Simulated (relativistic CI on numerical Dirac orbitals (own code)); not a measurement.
**Re3+: 5d valence photoemission**

Computed with this model: Dirac-Coulomb-Breit CI, separate exchange-only KLI orbitals for each configuration, model QED, valence Slater integrals scaled by 0.8, multiplet model of photoemission in the sudden approximation; configurations [Xe] 4f14 5d4 → [Xe] 4f14 5d3; 80 K; Lorentzian 0.42 eV and Gaussian 0.5 eV FWHM. Energies are those of the free ion, without screening or charge transfer. The energies are binding energies and can lie tens of eV above those of solids. S is read from ⟨S²⟩ = S(S + 1).

Field parameters in Wybourne normalisation: Td as Oh with Dq negative (B⁴₀ = 21Dq, B⁴₄ = √(5/14) B⁴₀). The field is a parameter set, without covalency.

free ion: ground-state S = 1.78, centroid 39.13 eV. Peaks (eV, height): 38.7 (100), 40.2 (30).

Td, 10Dq = -8600 cm⁻¹: ground-state S = 1.54, centroid 39.11 eV. Peaks (eV, height): 38.6 (100), 39.7 (35), 40.6 (16).

Td, 10Dq = -14100 cm⁻¹: ground-state S = 0.88, centroid 39.11 eV. Peaks (eV, height): 38.8 (100).

Td, 10Dq = -19600 cm⁻¹: ground-state S = 0.44, centroid 39.38 eV. Peaks (eV, height): 39.2 (100).

Strongest unbroadened transitions for Td, 10Dq = -8600 cm⁻¹:

```
Energy (eV)  Relative strength
      38.59              100.0
      39.03                3.1
      39.34                5.4
      39.78               23.2
      39.96                4.4
      40.01                0.1
      40.69               10.5
      40.87                1.0
      41.21                0.2
      41.50                1.3
      41.51                0.1
      41.65                1.0
      41.84                0.7
      42.06                0.7
      42.28                0.1
      42.93                0.2
      42.95                0.1
      43.79                0.1
```
